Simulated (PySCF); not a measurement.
**MGa cations for M along group 15**

CCSD(T) with triple-zeta basis sets in PySCF, for the lowest determinant that a PBE0 search found; no spin–orbit coupling. De refers to high-spin ground-configuration atoms (the charge goes to the atom of lower measured ionisation energy or higher electron affinity, which is not always the lowest computed limit).

| M | basis | reference, frozen orbitals | charged atom | state (unpaired electrons) | Re (Å) | ωe (cm⁻¹) | De (eV) |
| --- | --- | --- | --- | --- | --- | --- | --- |
| N | def2-TZVPPD | UHF, 10 | Ga+ | quartet (σ ↑, π ↑↑) | 2.821 | 83.2 | 0.11 |
| As | def2-TZVPPD | UHF, 18 | Ga+ | quartet (σ ↑, π ↑↑) | 2.764 | 111 | 0.49 |

(1) The row for M = P is missing. Estimate Re, ωe and De as the mean of the rows for N and As, and compare with the calculation.

Correlated steps freeze the inner cores (10 to 18 orbitals); shallow outer-core shells are correlated. Weak bonds: GaAs⁺, GaN⁺, GaP⁺. Basis-set superposition, not corrected here, can be much of De in a small basis, most of all at correlated wavefunction levels. Spin–orbit coupling is left out. For an ion De counts to the pair picked by the measured ionisation energies or electron affinities, which need not be the lowest pair at this level. States were picked by a PBE0 search and need not be the measured ground states.

## Answers

(1) The means are 2.792 Å, 97.1 cm⁻¹ and 0.30 eV. UHF-CCSD(T) in def2-TZVPPD gives GaP⁺ as a quartet (σ ↑, π ↑↑) with Re = 2.707 Å, ωe = 135 cm⁻¹, De = 0.42 eV, so the estimate is off by +8.6 pm, -28 % and -0.12 eV.
